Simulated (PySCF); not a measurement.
Computed shifts of a molecule C2H8ClNSi, HF/pcSseg-1 (PySCF), GIAO, gas phase, atoms alike by connectivity averaged where their shifts nearly agree, in ppm (number of nuclei): ²⁹Si: -16.0 (1). ¹⁵N: 19.1 (1). ¹³C: 37.7 (2). ¹H: 4.84 (2), 2.76 (6). References: ²⁹Si against TMS (σ = 393.8 ppm); ³⁵Cl against HCl (σ = 958.2 ppm); ¹⁵N against NH3 (σ = 267.3 ppm); ¹³C against TMS (σ = 192.6 ppm); ¹H against TMS (σ = 31.99 ppm), references at their B3LYP-D3(BJ)/def2-TZVP geometries, non-relativistic (without spin–orbit terms, shifts of atoms bonded to Cl or Br come out too high). Coordinates come from a ωB97X-D3(BJ)/def2-SVP optimisation. The values are those of a single conformer.

Q: Pick the molecule that these values belong to.
A) CN(C)[SiH2]Cl
B) CN[Si@H](C)Cl
C) CCN[SiH2]Cl
D) CC[Si@H](N)Cl

A: A, CN(C)[SiH2]Cl
